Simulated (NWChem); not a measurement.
System: Cl$_{2}$ anion, doublet

The following NWChem deck was run.

```
start job
memory heap 200 mb stack 700 mb global 900 mb
charge -1
geometry units angstroms noautosym nocenter noautoz
  Cl     0.000000     0.000000    -1.360302
  Cl     0.000000     0.000000     1.360302
end
basis spherical
  * library aug-cc-pvdz
end
dft
  odft
  mult 2
  xc xpbe96 cpbe96
  iterations 150
end
cosmo
  do_cosmo_smd true
  solvent propanol
end
task dft energy
```

All runs use the structure optimised with B3LYP/def2-SVPD, spin-unrestricted. No stability test was run on the SCF state. Solvent: 1-propanol.

Level: PBE/aug-cc-pVDZ with SMD (1 M gas to 1 M solution), gas-phase geometry. Reactions with the solvent are ignored.

Task: Give the results of this calculation. (PBE/aug-cc-pVDZ, spin-unrestricted, SMD on the gas-phase geometry.) Quantities: solvation free energy (kcal/mol); cavity-dispersion-structure term (kcal/mol).

Result: 
```json
{
  "solvation free energy (kcal/mol)": "-55.6",
  "cavity-dispersion-structure term (kcal/mol)": "-2.1"
}
```
